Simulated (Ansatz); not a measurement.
Consider the cleavage of the Si–Al bond: `F[CH2][Al]([SiH3])[SiH3]` + `CN[SiH3]` → `CN([SiH3])[SiH3]` + `F[CH2][AlH][SiH3]`.

Computed with Ansatz on PBE0-D4/def2-TZVP structures; ΔE is electronic, products minus reactants. CCSD(T)/CBS is the MP2 limit (def2-TZVPP, def2-QZVPP) plus CCSD(T) − MP2 in def2-TZVPP, frozen cores. DFT in def2-TZVPP. B3LYP here is the variant with VWN-RPA as its local correlation; programs differ in this. One conformer a species, not always the lowest.

Task: Is it downhill or uphill in electronic energy at CCSD(T)/CBS, and by how much? (An estimate is asked.)

Result: The calculation gave: Downhill: ΔE = -0.47 eV.

Task: What do these levels give: PBE-D4, r2SCAN-D4, B3LYP-D4, SCS-MP2/def2-TZVPP, CCSD/def2-TZVPP, CCSD(T)/def2-TZVPP? (An estimate is asked.)

Result: Computed: PBE-D4 -0.24, r2SCAN-D4 -0.38, B3LYP-D4 -0.45, SCS-MP2/def2-TZVPP -0.57, CCSD/def2-TZVPP -0.47, CCSD(T)/def2-TZVPP -0.46 eV.

Largest T1 diagnostic among the species: 0.013.

The D4 term adds −0.08 eV with B3LYP and −0.04 eV with PBE0; it sums over pairs of atoms, weighted by their polarisabilities, and B3LYP, whose exchange is more repulsive, gets the larger term. From PBE to PBE0 (25 % exact exchange), in def2-TZVPP and without D4, ΔE moves by −0.07 eV.
